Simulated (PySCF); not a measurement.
Si(H)2(Br)(OEt) (C2H7BrOSi), SMILES CCO[SiH2]Br. Geometry: PBE-D3(BJ)/def2-SVP. Other conformers were not sampled.

Computed equilibrium geometry at PBE-D3(BJ)/def2-SVP (PySCF confirms it by a frequency run) as bond lengths and angles (one conformer of several):
Atoms: Si1 Br2 O3 C4 C5 H6 H7 H8 H9 H10 H11 H12. Bonded distances (Å): Si1–Br2 2.250, Si1–O3 1.666, Si1–H6 1.503, Si1–H7 1.493, O3–C4 1.430, C4–C5 1.518, C4–H8 1.116, C4–H9 1.114, C5–H10 1.108, C5–H11 1.108, C5–H12 1.108. Angles (°): Br2–Si1–O3 111.1, Br2–Si1–H6 106.3, Br2–Si1–H7 108.8, O3–Si1–H6 111.6, O3–Si1–H7 106.2, H6–Si1–H7 112.9, Si1–O3–C4 124.0, O3–C4–C5 109.1, O3–C4–H8 110.0, O3–C4–H9 109.6, C5–C4–H8 110.5, C5–C4–H9 110.6, H8–C4–H9 107.0, C4–C5–H10 110.5, C4–C5–H11 110.7, C4–C5–H12 110.5, H10–C5–H11 108.1, H10–C5–H12 108.5, H11–C5–H12 108.5.
Charge 0, spin multiplicity 1.
